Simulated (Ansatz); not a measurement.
Two isomers of CH2BBrO: A = `BrC1BO1`, B = `O=CBBr`.

Isolated molecules relaxed with PBE0-D4/def2-TZVP in Ansatz; ΔE leaves out vibrations. CBS: MP2 limit from def2 TZ/QZ plus the TZ coupled-cluster correction, frozen cores. Functionals use def2-TZVPP. For Br outer-core shells are correlated without core-valence functions, which leaves a few kJ/mol of doubt a bond. Scalar relativity is left out up to krypton. One conformer a species, not always the lowest.

A:

```xyz
6

Br   -0.467   -0.663    2.017
C    -0.437   -0.352    0.127
B     0.451    0.700   -0.477
O     0.861   -0.570   -0.515
H    -1.253   -0.879   -0.351
H     0.846    1.765   -0.800
```

B:

```xyz
6

O    -0.4988   -1.7022   -0.0701
C     0.1913   -0.7531   -0.3667
B    -0.0162    0.5707    0.4669
Br   -0.7903    2.0479   -0.4262
H     0.8902   -0.8162   -1.2310
H     0.2238    0.6529    1.6271
```

Task: Which is lower in electronic energy at CCSD(T)/CBS, and by how much? (An estimate is asked.)

Result: Computed: B, by 37.6 kJ/mol.

Task: Give E(B) − E(A) in kJ/mol with ωB97M-V, PBE0-D4, CCSD/def2-TZVPP, BLYP-D4, CCSD(T)/def2-TZVPP, r2SCAN-D4, HF/def2-TZVPP. (Estimate.)

Result: Computed: ωB97M-V -30.3, PBE0-D4 -28.3, CCSD/def2-TZVPP -43.3, BLYP-D4 -41.3, CCSD(T)/def2-TZVPP -40.4, r2SCAN-D4 -28.9, HF/def2-TZVPP -70.2. None reverses the order clearly.

Task: Does the order hold for the free energy at 298.15 K (harmonic terms from PBE0-D4)? (An estimate is asked.)

Result: The calculation gave: Yes: G(B) − G(A) = -46.9 kJ/mol, for one conformer each.

Largest T1 diagnostic: 0.014.

In def2-TZVPP, CCSD(T) changes the Hartree–Fock value by +29.9 kJ/mol (the triples alone add +2.9 kJ/mol) and MP2 by +38.5 kJ/mol. At CCSD(T), def2-SVP lies −17.0 kJ/mol from the extrapolated value and def2-TZVPP −2.8 kJ/mol.
